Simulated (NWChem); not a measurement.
System: CH$_{4}$F$_{2}$GeO; SMILES [CH3][Ge]([OH])([F])[F]

The following NWChem deck was run.

```
start job
memory heap 200 mb stack 900 mb global 1100 mb
geometry units angstroms noautoz
  C      0.152608    -1.923423     0.016806
  Ge     0.003722    -0.018859     0.000132
  O     -1.657870     0.517897    -0.082044
  F      0.870540     0.698327    -1.314930
  F      0.739867     0.715933     1.383435
  H     -0.159481    -2.307741     0.997290
  H      1.195101    -2.211437    -0.173657
  H     -0.493443    -2.347343    -0.763808
  H     -1.754798     1.477118    -0.063521
end
basis spherical
  * library def2-tzvpp
end
dft
  xc xtpss03 ctpss03
  iterations 150
  semidirect filesize 400000000
  mulliken
end
task dft energy
```

Output (shortened):

```
             Northwest Computational Chemistry Package (NWChem) 7.3.0
             --------------------------------------------------------

 C1  symmetry detected

                             Geometry "geometry" -> ""
                             -------------------------

 Output coordinates in angstroms (scale by  1.889725989 to convert to a.u.)

  No.       Tag          Charge          X              Y              Z
 ---- ---------------- ---------- -------------- -------------- --------------
    1 C                    6.0000     0.20687746    -1.90731695     0.02460535
    2 Ge                  32.0000    -0.01142537    -0.00955109    -0.00064703
    3 O                    8.0000    -1.69198323     0.46591140    -0.07419002
    4 F                    9.0000     0.81993817     0.73176172    -1.32518743
    5 F                    9.0000     0.70661193     0.75885310     1.37388321
    6 H                    1.0000    -0.08448786    -2.29755777     1.00911898
    7 H                    1.0000     1.25788779    -2.15818658    -0.17151094
    8 H                    1.0000    -0.42845910    -2.35859553    -0.74943818
    9 H                    1.0000    -1.82367892     1.42105188    -0.05983876

 Effective nuclear repulsion energy (a.u.)     434.8089419287

                                 NWChem DFT Module
                                 -----------------

 Summary of "ao basis" -> "ao basis" (spherical)
 ------------------------------------------------------------------------------
       Tag                 Description            Shells   Functions and Types
 ---------------- ------------------------------  ------  ---------------------
 C                         def2-tzvpp               11       31   5s3p2d1f
 Ge                        def2-tzvpp               16       48   6s5p4d1f
 O                         def2-tzvpp               11       31   5s3p2d1f
 F                         def2-tzvpp               11       31   5s3p2d1f
 H                         def2-tzvpp                6       14   3s2p1d

            General Information
            -------------------
          SCF calculation type: DFT
          Wavefunction type:  closed shell.
          No. of atoms     :     9
          No. of electrons :    68
           Alpha electrons :    34
            Beta electrons :    34
          Charge           :     0
          Spin multiplicity:     1
          Use of symmetry is: off; symmetry adaption is: off
          Maximum number of iterations: 150
          AO basis - number of functions:   228
                     number of shells:    84
          Convergence on energy requested:  1.00D-06
          Convergence on density requested:  1.00D-05
          Convergence on gradient requested:  5.00D-04

              XC Information
              --------------
                  TPSS metaGGA Exchange Functional  1.000
             TPSS03 metaGGA Correlation Functional  1.000

             Grid Information
             ----------------
          Grid used for XC integration:  medium
          Radial quadrature: Mura-Knowles
          Angular quadrature: Lebedev.
          Tag              B.-S. Rad. Rad. Pts. Rad. Cut. Ang. Pts.
          ---              ---------- --------- --------- ---------
          C                   0.70       49          11.0       434
          Ge                  1.25      112           9.0       590
          O                   0.60       49          11.0       434
          F                   0.50       49          11.0       434
          H                   0.35       45          12.0       434
          Grid pruning is: on
          Number of quadrature shells:   488
          Spatial weights used:  Erf1

      Superposition of Atomic Density Guess
      -------------------------------------

 Sum of atomic energies:       -2388.59709134

      Non-variational initial energy
      ------------------------------

 Total energy =   -2389.895263
 1-e energy   =   -4196.002693
 2-e energy   =    1371.298488
 HOMO         =      -0.432572
 LUMO         =       0.001932

------------------------------------------------------------
EAF file 0: "./job.aoints.0" size=915406848 bytes
------------------------------------------------------------
               write      read    awrite     aread      wait
               -----      ----    ------     -----      ----
     calls:     1746         0         0         0         0
   data(b): 9.15e+08  0.00e+00  0.00e+00  0.00e+00
   time(s): 0.00e+00  0.00e+00  0.00e+00  0.00e+00  0.00e+00
rate(mb/s): 0.00e+00  0.00e+00
------------------------------------------------------------

     ---------------------------------------------
      Total Density - Mulliken Population Analysis
     ---------------------------------------------

    Atom       Charge   Shell Charges
 -----------   ------   -------------------------------------------------------
    1 C    6     6.61   0.86  1.12  0.55  0.66  0.12  1.25  1.54  0.48  0.01  0.02  0.00
    2 Ge  32    30.35   2.00  2.00  1.16  0.80  0.68  0.36  5.98  4.41  1.58  0.78  0.23  8.92  1.11  0.12  0.12  0.10
    3 O    8     8.77   0.79  1.18  0.60  0.93  0.25  2.00  2.14  0.87  0.00  0.01  0.00
    4 F    9     9.59   0.77  1.20  0.61  1.02  0.32  2.37  2.35  0.94  0.00  0.00  0.00
    5 F    9     9.59   0.77  1.20  0.61  1.02  0.32  2.37  2.35  0.94  0.00  0.00  0.00
    6 H    1     0.81   0.23  0.41  0.13  0.01  0.02  0.00
    7 H    1     0.81   0.23  0.41  0.13  0.01  0.02  0.00
    8 H    1     0.81   0.23  0.41  0.13  0.01  0.02  0.00
    9 H    1     0.65   0.20  0.31  0.06  0.02  0.05  0.01

   convergence    iter        energy       DeltaE   RMS-Dens  Diis-err
 ---------------- ----- ----------------- --------- --------- ---------
 d= 0,ls=0.0,diis     1  -2392.5403742033 -2.83D+03  7.28D-03  1.66D+00
 d= 0,ls=0.0,diis     2  -2392.2749514253  2.65D-01  4.53D-03  5.02D+00
 d= 0,ls=0.0,diis     3  -2392.6880790550 -4.13D-01  7.26D-04  1.11D-01
 d= 0,ls=0.0,diis     4  -2392.6923088883 -4.23D-03  3.70D-04  2.88D-02
 d= 0,ls=0.0,diis     5  -2392.6936196213 -1.31D-03  1.46D-04  6.41D-03
  Resetting Diis
 d= 0,ls=0.0,diis     6  -2392.6941742941 -5.55D-04  3.33D-05  2.61D-04
 d= 0,ls=0.0,diis     7  -2392.6941927346 -1.84D-05  1.84D-05  1.10D-05
 d= 0,ls=0.0,diis     8  -2392.6941915268  1.21D-06  1.06D-05  2.13D-05
 d= 0,ls=0.0,diis     9  -2392.6941939496 -2.42D-06  1.73D-06  5.73D-07
 d= 0,ls=0.0,diis    10  -2392.6941939977 -4.81D-08  5.51D-07  6.31D-08

         Total DFT energy =    -2392.694193997698
      One electron energy =    -4197.626701825299
           Coulomb energy =     1485.750406526527
    Exchange-Corr. energy =     -115.626840627650
 Nuclear repulsion energy =      434.808941928725

 Numeric. integr. density =       68.000012344484

                       DFT Final Molecular Orbital Analysis
                       ------------------------------------

 Vector   32  Occ=2.000000D+00  E=-3.302618D-01
              MO Center= -3.2D-01,  7.9D-02, -1.3D-03, r^2= 3.7D+00
   Bfn.  Coefficient  Atom+Function         Bfn.  Coefficient  Atom+Function
  ----- ------------  ---------------      ----- ------------  ---------------
    85      0.214809  3 O  px                36      0.176525  2 Ge s
     7      0.171553  1 C  py                88      0.172133  3 O  px
   147      0.169399  5 F  px               116      0.161162  4 F  px
    86      0.155411  3 O  py               117      0.153951  4 F  py
   148      0.151874  5 F  py                10      0.136061  1 C  py

 Vector   33  Occ=2.000000D+00  E=-3.150342D-01
              MO Center= -2.9D-01, -5.6D-02, -1.6D-02, r^2= 3.6D+00
   Bfn.  Coefficient  Atom+Function         Bfn.  Coefficient  Atom+Function
  ----- ------------  ---------------      ----- ------------  ---------------
    85      0.272070  3 O  px                88      0.215750  3 O  px
     7     -0.198173  1 C  py               117     -0.185611  4 F  py
   148     -0.184094  5 F  py                48      0.182035  2 Ge py
    91      0.154082  3 O  px                10     -0.149401  1 C  py
   120     -0.149535  4 F  py               151     -0.148303  5 F  py

 Vector   34  Occ=2.000000D+00  E=-2.941731D-01
              MO Center= -1.4D+00,  4.9D-01, -6.7D-02, r^2= 1.4D+00
   Bfn.  Coefficient  Atom+Function         Bfn.  Coefficient  Atom+Function
  ----- ------------  ---------------      ----- ------------  ---------------
    87      0.444869  3 O  pz                90      0.370052  3 O  pz
    93      0.270099  3 O  pz               116     -0.117331  4 F  px
   147      0.114060  5 F  px               119     -0.093550  4 F  px
   150      0.091068  5 F  px               122     -0.070513  4 F  px
   153      0.068651  5 F  px                52      0.064291  2 Ge pz

 Vector   35  Occ=0.000000D+00  E=-2.815731D-02
              MO Center= -3.6D-01,  3.7D-02, -9.7D-03, r^2= 5.3D+00
   Bfn.  Coefficient  Atom+Function         Bfn.  Coefficient  Atom+Function
  ----- ------------  ---------------      ----- ------------  ---------------
     5      1.250526  1 C  s                 37     -1.118922  2 Ge s
   217     -0.614928  9 H  s                 84      0.610747  3 O  s
   189     -0.536001  7 H  s                203     -0.507556  8 H  s
   175     -0.495233  6 H  s                 36     -0.389102  2 Ge s
   115      0.276846  4 F  s                146      0.273200  5 F  s

[...]
```

Level: TPSS/def2-TZVPP. Structure relaxed at the PBE0/def2-SVP level.
